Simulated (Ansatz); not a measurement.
Basis-set extrapolation for AlBF2H2 (`F[BH][AlH][F]`) (PBE0-D4/def2-TZVP geometry, frozen core, the Gaussian-basis code of Ansatz). Multiplicity 1, RHF reference.

|  | def2-TZVPP | def2-QZVPP |
| --- | --- | --- |
| HF | -466.850976 | -466.869030 |
| MP2 correlation | -0.668280 | -0.729629 |
| CCSD(T) correlation | -0.709917 | not run |

Energies in hartree. Use E(X) = E(∞) + A·exp(−7.88·√X) for Hartree–Fock and E(X) = E(∞) + B·X^(−2.97) for correlation, with X = 3 and 4, and add CCSD(T) minus MP2 of the smaller set to the MP2 limit.

Q: What is the CCSD(T) energy at the basis-set limit?

A: HF limit: -466.869030 + (-0.018054) × 0.13774 = -466.87152. MP2 limit: -0.729629 + (-0.061349) × 0.74074 = -0.77507. Higher-order term: -0.709917 − (-0.668280) = -0.04164. Total: -467.68823 hartree, 334.3 kJ/mol below CCSD(T)/def2-TZVPP.
